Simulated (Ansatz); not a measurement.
Ansatz (an electronic-structure program) input:

Ansatz 0.2 input:
```yaml
crystal:
  periodic: [false, false, false]
  atoms:
    - {symbol: F, position_ang: [-1.17643994, -0.00568529, -0.08249748]}
    - {symbol: B, position_ang: [0.14184000, 0.35971988, 0.20792032]}
    - {symbol: O, position_ang: [1.23484493, -0.21842897, -0.03714054]}
basis:
  gaussian:
    orbitals: def2-TZVP
hamiltonian:
  xc: b3lyp
  dispersion: d3bj
total_charge: -1
magnetization: {spin_polarized: true, initial_magnetization: 1}
phonons: {temperatures: {t_min: 298.15, t_max: 298.15, t_step: 100}}
```

Question: Predict the final energy.

Answer: -200.09116 Eh (B3LYP-D3(BJ)/def2-TZVP). The basis has 93 functions.
